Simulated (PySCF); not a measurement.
PySCF input file for Si(H)(F)2(Et) (C₂H₆F₂Si), SMILES CC[SiH](F)F, PBE0/pcSseg-1. Geometry: r2SCAN-D4/def2-SVP. One conformer was computed; it need not be the lowest.

```python
import numpy as np
from pyscf import gto, scf, dft
from pyscf.prop.nmr import rks as nmr

mol = gto.M(
    atom='''
    Si    0.63809736   -0.41417216    0.00000000
    F     1.02151453    0.48078553    1.29544603
    F     1.02151451    0.48078551   -1.29544605
    C    -1.18522110   -0.73822828    0.00000001
    C    -2.02484602    0.54576335    0.00000000
    H     1.50247637   -1.61820012    0.00000001
    H    -1.42063493   -1.36390785   -0.88089337
    H    -1.42063492   -1.36390784    0.88089341
    H    -3.10306883    0.32316933    0.00000001
    H    -1.80917965    1.16095346   -0.88767850
    H    -1.80917964    1.16095348    0.88767849
    ''',
    basis='pcSseg-1',
    charge=0,
    spin=0,
    max_memory=1600,
    verbose=3,
)
mf = dft.RKS(mol, xc='pbe0')
mf.grids.level = 3
mf.conv_tol = 1e-10
mf.max_cycle = 100
mf.kernel()
n = nmr.NMR(mf)
n.verbose = 2
n.max_cycle_cphf = 60
sigma = n.kernel()
print('atom   isotropic/ppm   span/ppm')
for i, s in enumerate(sigma):
    w = np.linalg.eigvalsh((s + s.T) / 2)
    print(f'{mol.atom_symbol(i):2s}{i + 1:3d} {w.mean():14.3f} {w[2] - w[0]:11.3f}')
```

Log of the run:

```
converged SCF energy = -568.689825023758
atom   isotropic/ppm   span/ppm
Si  1        351.544      99.434
F   2        334.280     155.200
F   3        334.280     155.200
C   4        173.957      18.458
C   5        178.577      12.566
H   6         26.269       9.404
H   7         30.609      10.091
H   8         30.609      10.091
H   9         30.057      12.703
H  10         30.082      10.981
H  11         30.082      10.981
```

Self-consistency was reached.
